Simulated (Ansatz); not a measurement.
Cu (SMILES [Cu]), doublet. Base run: B3LYP/def2-TZVP (Ansatz, a first-principles code).

Geometry (Å):
```xyz
1

Cu     0.0000     0.0000     0.0000
```
Charge 0, spin multiplicity 2.
Orbitals are unrestricted.
All else is at Ansatz's defaults.

Variants of this job, named by their change:

```json
[
 {"change": "base", "basis functions": "45", "E (Eh)": "-1640.54221"},
 {"change": "basis = cc-pVDZ-DK; relativity = none", "basis functions": "43", "E (Eh)": "-1633.01132"},
 {"change": "basis = cc-pVTZ-DK; relativity = none", "basis functions": "68", "E (Eh)": "-1633.04315"},
 {"change": "basis = cc-pVDZ-DK; relativity = spin-free X2C; nucleus = Gaussian", "basis functions": "43", "E (Eh)": "-1654.82429"},
 {"change": "basis = jorge-DZP-DKH; relativity = spin-free X2C", "basis functions": "43", "E (Eh)": "-1654.70572"},
 {"change": "basis = jorge-DZP-DKH; relativity = spin-free X2C; nucleus = Gaussian", "basis functions": "43", "E (Eh)": "-1654.69914"},
 {"change": "basis = cc-pVDZ-DK; relativity = spin-free X2C", "basis functions": "43", "E (Eh)": "-1654.83181"},
 {"change": "basis = jorge-DZP-DKH; relativity = none", "basis functions": "43", "E (Eh)": "-1639.18092"},
 {"change": "basis = cc-pVTZ-DK; relativity = spin-free X2C", "basis functions": "68", "E (Eh)": "-1654.83851"},
 {"change": "basis = cc-pVTZ-DK; relativity = spin-free X2C; nucleus = Gaussian", "basis functions": "68", "E (Eh)": "-1654.83099"}
]
```

Absolute energies of different levels of theory aren't comparable as measures of quality.

Ansatz warned in this series: the basis is contracted for relativity, which the run leaves out.

Basis sets contracted for a relativistic Hamiltonian are a mismatch without it, so the rows without relativity aren't non-relativistic limits. No row has spin-orbit coupling; sets with core potentials leave out the core electrons.
